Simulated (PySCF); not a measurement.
(LiBr)3 ring, Li3Br3.
Structure used (PBE0-D3(BJ)/def2-SVP), in Å, numbered top down from 1:
```
atom  x, y, z in Å
Li1    1.5558    1.2321    0.1451
Br2   -0.0308    1.8778    1.7319
Li3   -1.6309    0.2853    1.1431
Br4   -2.0205   -1.5691   -0.2160
Li5    0.0660   -1.5086   -1.2730
Br6    2.0605   -0.3174   -1.5310
```

The closed-shell ground state was solved at several levels (PySCF, density fitting, gas phase). The calculation is non-relativistic and has no spin–orbit coupling, an omission that weighs most on bromine.

```json
{"level": "B3LYP/pcJ-1 (pcSseg-1 on Br)", "basis functions": "156", "total energy (Eh)": "-7744.6971", "HOMO (eV)": "-7.63", "LUMO (eV)": "-0.94", "gap (eV)": "6.69", "dipole (D)": "0.11"}
{"level": "CAM-B3LYP/def2-SVPD", "basis functions": "159", "total energy (Eh)": "-7744.8006", "HOMO (eV)": "-9.31", "LUMO (eV)": "-0.34", "gap (eV)": "8.97", "dipole (D)": "0.11"}
{"level": "PBE0/pcSseg-1", "basis functions": "159", "total energy (Eh)": "-7743.6146", "HOMO (eV)": "-8.03", "LUMO (eV)": "-0.78", "gap (eV)": "7.25", "dipole (D)": "0.11"}
```

Task: Estimate the row for KT2/pcSseg-1, a basis of 159 functions; the other rows only guide the guess.

Result: Total energy -7774.3167 Eh, HOMO -6.82 eV, LUMO -1.37 eV, gap 5.45 eV, dipole 0.10 D.

Task: Over all these levels, which gives the widest orbital gap and which the narrowest?

Result: CAM-B3LYP/def2-SVPD (range-separated hybrid) has the widest, 8.97 eV, and KT2/pcSseg-1 (GGA) the narrowest, 5.45 eV. Functional and basis both differ between the two, so the spread mixes both effects.

Task: How far do the dipole and the HOMO energy spread over the levels?

Result: The dipole runs from 0.10 to 0.11 D (mean 0.11 D) and the HOMO from -9.31 to -6.82 eV.

One conformer stands for the species.
